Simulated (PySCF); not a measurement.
C₇H₁₂.
Geometry (GFN2-xTB, Å), atoms numbered from 1 in this order:
```
atom  x, y, z in Å
C1    -1.4950    0.0785   -0.6182
C2    -0.5828    1.3058   -0.6591
C3     0.6550    0.8837    0.1263
C4     1.6068   -0.0755   -0.6103
C5     1.1676   -1.2250    0.3091
C6     0.2126   -0.2731    1.0512
C7    -1.2723   -0.4971    0.7815
H8    -2.5386    0.3313   -0.8007
H9    -1.1828   -0.6441   -1.3726
H10   -1.0687    2.1451   -0.1581
H11   -0.3396    1.6104   -1.6769
H12    1.1504    1.7288    0.6030
H13    2.6593    0.1876   -0.5230
H14    1.3698   -0.2175   -1.6632
H15    1.9649   -1.6291    0.9301
H16    0.6698   -2.0496   -0.1976
H17    0.4279   -0.1595    2.1130
H18   -1.5474   -1.5496    0.8483
H19   -1.8666    0.0581    1.5095
```

The calculation used TDDFT PBE0/def2-SVPD, vertical, gas phase, core orbitals frozen in the response in PySCF 2.14.0, density-fitted response routines.

Transition dipole moments from the ground state, in atomic units and in the frame of the coordinates above (overall signs are arbitrary), for the states with f of 0.002 or more among the lowest 7:

```csv
state,E (eV),μx,μy,μz
S1,7.697,-0.058,-0.151,0.121
S2,7.753,-0.034,-0.134,-0.184
S3,8.160,-0.040,-0.105,0.084
S4,8.252,-0.021,0.184,0.218
S5,8.290,0.061,0.160,-0.129
S6,8.374,-0.318,0.241,0.149
S7,8.417,0.073,0.186,-0.150
```

Problem. What oscillator strength does each state have?

Solution. f = (2/3) ΔE |μ|² with ΔE in hartree (27.2114 eV).

```json
{"state": "S1", "|μ|² (au)": "0.041", "|μ| (D)": "0.51", "f": "0.008"}
{"state": "S2", "|μ|² (au)": "0.053", "|μ| (D)": "0.58", "f": "0.010"}
{"state": "S3", "|μ|² (au)": "0.020", "|μ| (D)": "0.36", "f": "0.004"}
{"state": "S4", "|μ|² (au)": "0.082", "|μ| (D)": "0.73", "f": "0.017"}
{"state": "S5", "|μ|² (au)": "0.046", "|μ| (D)": "0.55", "f": "0.009"}
{"state": "S6", "|μ|² (au)": "0.181", "|μ| (D)": "1.08", "f": "0.037"}
{"state": "S7", "|μ|² (au)": "0.062", "|μ| (D)": "0.64", "f": "0.013"}
```

Problem. What is the point group, and which symmetry does each of these states have?

Solution. Cs. From a totally symmetric ground state, an allowed state transforms like the component of the dipole operator along its μ. Polarised normal to the mirror plane, so A″: S1, S3, S5 and S7. Polarised in the mirror plane, so A′: S2, S4 and S6.

Problem. Which bond between heavy atoms lies closest to the direction of the S6 transition dipole?

Solution. C5–C6 and C3–C4, at 11° from it; next C2–C3 and C6–C7 at 54°.

Problem. What angle do the transition dipoles of S2 and S7 make?

Solution. |cos θ| = |μa·μb| / (|μa| |μb|) = 0.00, so θ ≈ 90° (taken between 0 and 90°, since the signs are arbitrary).

Problem. What peak molar absorption coefficient would the strongest computed level give as a lone Gaussian band 0.3 eV wide at half height?

Solution. ε(max) = 2.175×10⁸ f / FWHM, with the width in cm⁻¹. S6: 2.175×10⁸ × 0.0372 / 2420 ≈ 3300 L mol⁻¹ cm⁻¹.

The run took 49 s on Arm Neoverse V1, one thread, no GPU, on a shared host.

One conformer stands for the species.

Without π bonds the low states may be Rydberg-like; a valence basis with one diffuse set may place them up to an eV too high.
